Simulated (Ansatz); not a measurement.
Cost and result for the atomization energy of `[F][InH][SeH]` (5 atoms, 4 bonds).

```xyz
5

F    -1.8443   -0.4703    0.0022
In   -0.2570    0.6079   -0.3669
Se    1.7313   -0.5605    0.5442
H    -0.4920    2.0703   -1.1964
H     0.8619   -1.6475    1.0168
```

Total charge 0; spin multiplicity 1. Correlated methods include outer-core shells of In, Se, which these sets cover unevenly. Scalar relativity is left out up to krypton. In takes the def2 core potential. The structure was optimised at the PBE0-D4/def2-TZVP level. It is one conformer, not always the lowest. Program: Ansatz. Hardware: A = 2 threads of an AMD EPYC 7R13 on a shared host; B = 2 threads of an AMD EPYC 7R13 on a shared host and a share of an NVIDIA H100 80 GB. Times are those of one run each, without the atoms' runs, and a repeat can differ threefold. Electronic energies, without spin–orbit coupling; frozen cores. CCSD(T)/CBS adds CCSD(T) − MP2 in def2-TZVPP to the MP2 limit, and its time is that of the two runs behind it. T1 = 0.014. With those shells the extrapolation isn't a true limit. HSE06 is the plane-wave form, built on full-range PBE exchange.

CCSD(T)/CBS is a level of theory with its own doubt, some kJ/mol a heavy atom from the limit and from the frozen cores, so smaller differences don't rank the functionals.

```tsv
level	functions	wall time	atomization (kJ/mol)	difference from CCSD(T)/CBS	per bond
revPBE-D4/def2-TZVPP [A]	157	2 s	1210.6	-56.2	-14.0
LDA (SPW92)/def2-TZVPP [A]	157	2.6 s	1460.3	193.5	48.4
HSE06-D4/def2-TZVPP [A]	157	3.7 s	1221.9	-44.9	-11.2
BLYP-D4/def2-TZVPP [A]	157	4 s	1226.5	-40.3	-10.1
CCSD(T)/def2-SVP [A]	82	4.9 s	1140.9	-125.9	-31.5
B2PLYP/def2-TZVPP [A]	157	7 s	1215.0	-51.8	-12.9
BHLYP-D4/def2-TZVPP [A]	157	7 s	1178.3	-88.5	-22.1
r2SCANh-D4/def2-TZVPP [A]	157	8.1 s	1238.3	-28.5	-7.1
CCSD(T)/def2-TZVPP [B]	157	9 s	1215.7	-51.1	-12.8
B97M-V/def2-TZVPP [A]	157	11 s	1252.6	-14.2	-3.5
ωB97M-V/def2-TZVPP (with forces) [A]	157	11 s	1239.5	-27.3	-6.8
CCSD(T)/def2-QZVPP [B]	288	13 s	1250.8	-16.0	-4.0
CCSD(T)/CBS(def2)	–	22 s	1266.8	0.0	0.0
```

The D4 term adds +14.8 kJ/mol with B3LYP and +7.7 kJ/mol with PBE0; it sums over pairs of atoms, weighted by their polarisabilities, and B3LYP, whose exchange is more repulsive, gets the larger term. At CCSD(T), def2-SVP lies −125.8 kJ/mol from the extrapolated value and def2-TZVPP −51.0 kJ/mol: correlation converges slowly with the basis, and small sets miss more of it in the bonded molecule than in its fragments. From BLYP to BHLYP (50 % exact exchange), in def2-TZVPP and without D4, the atomization energy moves by −44.1 kJ/mol: exact exchange takes away binding that semilocal exchange gives to molecules.

B3LYP here is the variant with VWN-RPA as its local correlation; programs differ in this.

Spin–orbit coupling would lower the free In atoms strongly, and the atomization energy with them, by more than many differences here. For some Ge, Se and Sn compounds the MP2-based and the directly extrapolated limit differ by 10 to 25 kJ/mol.
